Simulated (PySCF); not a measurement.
**Te²⁺: ionisation energy**

Te²⁺ [Kr] 4d10 5s2 5p2 (3P) → Te³⁺ [Kr] 4d10 5s2 5p1 (2P), as a difference of total energies. Computed with PySCF 2.14 in aug-cc-pVTZ-DK3, with scalar relativity by spin-free X2C-1e. Correlated levels: valence: [Kr] 4d10 frozen. The calculations carry no spin-orbit coupling.

```csv
method,ionisation energy (eV)
UHF,26.960
LDA,27.719
PBE,27.483
PBE0,27.554
r2SCAN,27.675
PW91,27.570
BP86,27.624
MN15,27.726
M06-L,27.138
MP2 (valence),27.290
SCS-MP2 (valence),27.228
```

Q: How much does correlation contribute at MP2 (valence)?

A: 27.290 − (26.960) = 0.330 eV, measured against UHF.

A first-order spin-orbit estimate (lowest level to lowest level, LS coupling) adds -0.078 eV.

Errors of the correlated levels include the incompleteness of this basis and the frozen core.

For comparison: 27.84 ± 0.04 eV (measured; NIST Atomic Spectra Database, ionization energies).
